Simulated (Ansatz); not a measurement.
C2H6BFOSi, SMILES `C[Si]1(F)CBO1`, relaxed with RKS PBE0-D4/def2-TZVP in Ansatz from a PBE-D4/def2-SVP geometry. The force threshold is 0.005 eV/Å; the program also tests the step.

Total charge 0; spin multiplicity 1.

Start:

```xyz
12

C     0.312   -1.280    1.395
Si    0.438   -0.400   -0.239
F     1.360   -1.307   -1.245
C    -0.967    0.543   -1.030
B     0.004    1.755   -0.609
O     1.148    1.182   -0.085
H    -0.162   -2.274    1.270
H    -0.289   -0.690    2.115
H     1.323   -1.432    1.825
H    -1.053    0.418   -2.130
H    -1.985    0.521   -0.594
H    -0.129    2.964   -0.673
```

Problem. By how much does the energy fall, and how many steps does the optimiser take? (Best estimate.)

Solution. The calculation gave: 10.02 kJ/mol, in 9 steps.

Problem. Which bonds change most? (Estimate.)

Solution. Ansatz gave: Si2–O6 from 1.741 to 1.691 Å; Si2–F3 from 1.639 to 1.594 Å; B5–H12 from 1.217 to 1.196 Å.

Problem. Give the relaxed structure. (Estimate.)

Solution. The calculation gave: 
```xyz
12

C     0.307   -1.269    1.375
Si    0.449   -0.378   -0.232
F     1.339   -1.261   -1.215
C    -0.955    0.530   -1.018
B     0.009    1.740   -0.615
O     1.132    1.161   -0.074
H    -0.155   -2.249    1.235
H    -0.298   -0.699    2.083
H     1.298   -1.419    1.812
H    -1.065    0.396   -2.096
H    -1.946    0.522   -0.563
H    -0.116    2.927   -0.693
```
